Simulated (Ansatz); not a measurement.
Program: Ansatz. Geometries: PBE0-D4/def2-TZVP. ΔE: electronic, gas phase. CCSD(T)/CBS is the MP2 limit (def2-TZVPP, def2-QZVPP) plus CCSD(T) − MP2 in def2-TZVPP, frozen cores. Functionals use def2-TZVPP. B3LYP here is the variant with VWN-RPA as its local correlation; programs differ in this. HSE06 is defined as in plane-wave codes. def2 core potentials past Kr. For Ge, Se, Te outer-core shells are correlated without core-valence functions, which leaves a few kJ/mol of doubt a bond. Scalar relativity is left out up to krypton.

Reaction (formal exchange of groups at a Ge–Te bond): `[GeH3][Te][GeH3]` + `C=[Se]` → `[GeH3][CH]=[Se]` + `[GeH3][TeH]`

```
             level  ΔE (kJ/mol)
         r2SCAN-D4         79.1
          HSE06-D4         82.8
          BHLYP-D4         85.1
            revPBE         77.1
             B3LYP         76.9
     HF/def2-TZVPP         82.5
SCS-MP2/def2-QZVPP         79.4
    CCSD/CBS(def2)         80.4
```

(1) What does CCSD(T)/CBS give? (Estimate.)

Largest T1 diagnostic among the species: 0.015.

## Answers

(1) The calculation gave: +80.1 kJ/mol. The listed levels differ from it by -1.0, 2.7, 5.0, -3.0, -3.2, 2.4, -0.7, 0.3 kJ/mol.

From PBE to PBE0 (25 % exact exchange), in def2-TZVPP and without D4, ΔE moves by +3.7 kJ/mol. The D4 term adds +3.3 kJ/mol with B3LYP and +2.0 kJ/mol with PBE0; it sums over pairs of atoms, weighted by their polarisabilities, and B3LYP, whose exchange is more repulsive, gets the larger term. Leaving LDA and LC-ωPBE aside and taking each functional with its dispersion term where it has one, the values, not all of them listed here, spread over 14.2 kJ/mol, from B97M-V to BHLYP-D4. LDA lies −5.3 kJ/mol from PBE without D4.
